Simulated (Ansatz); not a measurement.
```xyz
11

C     1.0385    0.1270    1.0157
C     0.0426    0.5316   -0.0401
C    -1.2634   -0.3085   -0.1660
Ga   -0.1896   -0.2940   -1.7891
H     1.9837    0.6646    0.9079
H     0.6479    0.3294    2.0220
H     1.2665   -0.9424    0.9738
H    -0.1562    1.6039   -0.0350
H    -1.2658   -1.2293    0.4170
H    -2.2074    0.2221   -0.0654
H     0.1031   -0.7043   -3.2409
```

The species carries charge 0 and has multiplicity 1.

List the PBE/def2-TZVPP orbital energies in eV (Ansatz). (Estimate.)

Ansatz gave: Occupied: -10093.50, -1233.45, -1093.18, -1093.05, -1093.04, -268.85, -268.57, -268.48, -143.19, -97.86, -97.50, -97.49, -20.29, -19.76, -19.69, -19.63, -19.56, -18.70, -16.47, -13.48, -11.20, -10.50, -9.73, -9.50, -8.84, -8.14, -6.51, -4.43. Lowest empty: -2.19, -0.75, 0.16, 1.11, 1.55, 1.99, 2.40, 2.63.
